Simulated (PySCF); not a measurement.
Isomers of C4H8Si. Isolated molecules, 0 K electronic values unless said otherwise. One relaxed conformer stands for each flexible species; it need not be the lowest. Strings in code marks are SMILES.

The HOMO from two functionals at the same geometries (B3LYP-D3(BJ)/def2-TZVP), both in PySCF: PBE-D3(BJ)/def2-TZVP and B3LYP-D3(BJ)/def2-TZVP. B3LYP has the VWN-RPA correlation part, as in Gaussian. 

```json
[
 {"species": "`[SiH3]C1=CCC1`", "PBE-D3(BJ)/def2-TZVP (eV)": "-6.24", "B3LYP-D3(BJ)/def2-TZVP (eV)": "-7.10"},
 {"species": "`CC[SiH]1C=C1` (C–C–Si–C torsion 25°)", "PBE-D3(BJ)/def2-TZVP (eV)": "-6.01", "B3LYP-D3(BJ)/def2-TZVP (eV)": "-6.98"},
 {"species": "`C(=C)=[Si](C)C`", "PBE-D3(BJ)/def2-TZVP (eV)": "-4.62", "B3LYP-D3(BJ)/def2-TZVP (eV)": "-5.40"},
 {"species": "`C=C=CC[SiH3]`", "PBE-D3(BJ)/def2-TZVP (eV)": "-5.95", "B3LYP-D3(BJ)/def2-TZVP (eV)": "-6.86"}
]
```

Over these rows, drawn at random from the members with no instability flagged (it was tested for open shells, ions and some series alone), PBE minus B3LYP-D3(BJ): mean +0.88 eV, from +0.77 eV to +0.97 eV.
